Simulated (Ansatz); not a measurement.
Basis-set extrapolation for `C#CC1(C#C)CC1` (PBE0-D4/def2-TZVP geometry, frozen core, Ansatz). Multiplicity 1, RHF reference.

```tsv
	def2-TZVPP	def2-QZVPP
HF	-268.499754	-268.510861
MP2 correlation	-1.091417	-1.160064
CCSD(T) correlation	-1.177985	not run
```

Energies in hartree. Use E(X) = E(∞) + A·exp(−7.88·√X) for Hartree–Fock and E(X) = E(∞) + B·X^(−2.97) for correlation, with X = 3 and 4, and add CCSD(T) minus MP2 of the smaller set to the MP2 limit.

Question: What is the CCSD(T) energy at the basis-set limit?

Answer: HF limit: -268.510861 + (-0.011107) × 0.13774 = -268.51239. MP2 limit: -1.160064 + (-0.068647) × 0.74074 = -1.21091. Higher-order term: -1.177985 − (-1.091417) = -0.08657. Total: -269.80987 hartree, 82.9 kcal/mol below CCSD(T)/def2-TZVPP.
